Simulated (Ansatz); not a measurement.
Relaxation of a periodic cell of 17 atoms, Li16H (host Li, host structure bcc, interstitial H), to a largest force component of 0.03 eV/Å in at most 60 steps.

These are results of Ansatz 0.2.0, DFT PBE, scalar-relativistic, plane waves, PAW, not measurements. Settings: cutoff 420 eV, k mesh 4x4x4, fermi-dirac smearing 0.05 eV, no spin polarisation.

```xyz
17
Lattice="6.9800 0.0000 0.0000 0.0000 6.9800 0.0000 0.0000 0.0000 6.9800" Properties=species:S:1:pos:R:3
Li 0.000 0.000 0.000
Li 3.490 0.000 0.000
Li 0.000 3.490 0.000
Li 0.000 0.000 3.490
Li 1.745 1.745 1.745
Li 3.490 3.490 0.000
Li 3.490 0.000 3.490
Li 5.235 1.745 1.745
Li 0.000 3.490 3.490
Li 1.745 5.235 1.745
Li 1.745 1.745 5.235
Li 3.490 3.490 3.490
Li 5.235 5.235 1.745
Li 5.235 1.745 5.235
Li 1.745 5.235 5.235
Li 5.235 5.235 5.235
H 0.899 -0.001 1.779
```

**Question.** Where does it end, and by what steps?

**Answer.** It converged. The force dipped under the threshold on the way, but the program's further checks kept it going. Limits of this set-up: coarse k mesh, odd electron count without spin. After 6 steps the energy has fallen by 0.080 eV; Li4 moved furthest, 0.20 Å.

```json
{"step": "0", "energy less start (eV)": "0.0000", "largest force component (eV/Å)": "0.225", "accepted": "yes"}
{"step": "1", "energy less start (eV)": "-0.0619", "largest force component (eV/Å)": "0.079", "accepted": "yes"}
{"step": "2", "energy less start (eV)": "-0.0674", "largest force component (eV/Å)": "0.015", "accepted": "yes"}
{"step": "3", "energy less start (eV)": "-0.0734", "largest force component (eV/Å)": "0.037", "accepted": "yes"}
{"step": "4", "energy less start (eV)": "-0.0788", "largest force component (eV/Å)": "0.051", "accepted": "yes"}
{"step": "5", "energy less start (eV)": "-0.0800", "largest force component (eV/Å)": "0.025", "accepted": "yes"}
{"step": "6", "energy less start (eV)": "-0.0800", "largest force component (eV/Å)": "0.025", "accepted": "yes"}
```

```xyz
17
Lattice="6.9800 0.0000 0.0000 0.0000 6.9800 0.0000 0.0000 0.0000 6.9800" Properties=species:S:1:pos:R:3
Li -0.020 0.000 0.201
Li 3.634 0.000 -0.106
Li 0.062 3.490 0.071
Li -0.016 0.000 3.288
Li 1.772 1.569 1.751
Li 3.376 3.490 -0.071
Li 3.633 0.000 3.592
Li 5.084 1.855 1.748
Li 0.064 3.490 3.419
Li 1.772 5.411 1.751
Li 1.673 1.670 5.243
Li 3.378 3.490 3.567
Li 5.084 5.125 1.748
Li 5.357 1.797 5.237
Li 1.673 5.310 5.243
Li 5.357 5.183 5.238
H 0.898 0.000 1.737
```

Run time: 54 s on 2 threads of Intel(R) Xeon(R) Platinum 8559C (Emerald Rapids), on a shared host, peak memory 0.73 GiB.
